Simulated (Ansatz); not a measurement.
Geometry optimisation, RKS PBE0/def2-SVP (Ansatz 0.2.0).

Input file:

```yaml
crystal:
  periodic: [false, false, false]
  atoms:
    - { symbol: W, position_ang: [-0.008815, -0.161157, -0.504662] }
    - { symbol: H, position_ang: [-0.584523, -0.651054, 1.027077] }
    - { symbol: O, position_ang: [1.504015, 0.332577, 0.463689] }
    - { symbol: H, position_ang: [2.038904, -0.295464, 0.970974] }
    - { symbol: F, position_ang: [0.050664, 1.602694, -1.05953] }
    - { symbol: Cl, position_ang: [-2.332583, -0.073122, -0.606905] }
    - { symbol: F, position_ang: [0.723157, -1.875305, -0.320373] }
    - { symbol: F, position_ang: [-0.085263, -0.774045, -2.26412] }
    - { symbol: O, position_ang: [-1.087271, 1.575092, 1.865793] }
    - { symbol: H, position_ang: [-1.85252, 1.980491, 1.437713] }
    - { symbol: H, position_ang: [-1.398565, 0.666094, 2.072444] }
basis:
  gaussian: { orbitals: def2-SVP }
hamiltonian:
  xc: pbe0
relax:
  f_tol: 0.03
  max_steps: 50
```

Run as:

```bash
$ ansatz run input.yaml --threads 4 --pin off --max-ram 5120MiB --backend cpu --events-out ev --progress --plain --runs-dir out
```

Q: Where does it end, and by what steps?

A: The run converged. After 17 steps the energy has fallen by 0.543 eV; H10 moved furthest, 1.02 Å. Joined: W1–O9 (3.13 → 2.30 Å).

```tsv
step	energy less start (eV)	largest force component (eV/Å)	accepted
0	0.0000	0.907	yes
1	0.0087	2.118	no
2	-0.0533	0.948	yes
3	-0.0940	1.088	yes
4	-0.1759	1.157	yes
5	-0.3265	0.795	yes
6	-0.3335	1.710	yes
7	-0.4352	0.541	yes
8	-0.4719	0.609	yes
9	-0.4991	0.426	yes
10	-0.4781	1.209	no
11	-0.5251	0.251	yes
12	-0.5301	0.122	yes
13	-0.5337	0.529	yes
14	-0.5367	0.230	yes
15	-0.5420	0.073	yes
16	-0.5424	0.046	yes
17	-0.5425	0.020	yes
```

```xyz
11
Properties=species:S:1:pos:R:3
W -0.140 -0.105 -0.256
H -0.556 -0.975 1.120
O 1.432 0.422 0.622
H 2.068 -0.252 0.898
F -0.238 1.727 -0.738
Cl -2.482 -0.405 -0.388
F 0.793 -1.737 -0.353
F -0.214 -0.476 -2.084
O -0.937 1.135 1.504
H -0.873 2.047 1.171
H -1.885 0.944 1.587
```

Run time: 64 s on 4 threads of Arm Neoverse V2, with other jobs on the host, peak memory 0.43 GiB.
